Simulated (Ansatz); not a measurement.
SiCl₄, relaxed as a singlet with RKS PBE-D4/def2-SVP in Ansatz, starting from the GFN2-xTB geometry. Force threshold 0.02 eV/Å.

Start:

```xyz
5

Si   -0.001    0.002    0.001
Cl   -1.066   -0.310   -1.680
Cl   -0.147    1.935    0.545
Cl    1.930   -0.455   -0.340
Cl   -0.715   -1.171    1.474
```

```json
{"step": "1", "energy (eV)": "-57931.1411", "largest force component (eV/Å)": "0.863", "SCF passes": "21"}
{"step": "2", "energy (eV)": "-57931.2022", "largest force component (eV/Å)": "0.144", "SCF passes": "23"}
{"step": "3", "energy (eV)": "-57931.2042", "largest force component (eV/Å)": "0.013", "SCF passes": "23"}
```

Force components are those of the run's own axes.

End:

Cartesian coordinates in Å:
```
Si 0.000 0.001 0.000
Cl -1.087 -0.315 -1.711
Cl -0.151 1.970 0.555
Cl 1.968 -0.464 -0.346
Cl -0.729 -1.193 1.502
```

By distances, no bond broke or formed. The bond that changes most is Si1–Cl5, from 2.01 to 2.05 Å (atoms count from 1).

No frequencies were taken in this run, so the end may be a saddle point.

It took 5.5 s on 2 threads of Arm Neoverse V1 on a shared host.
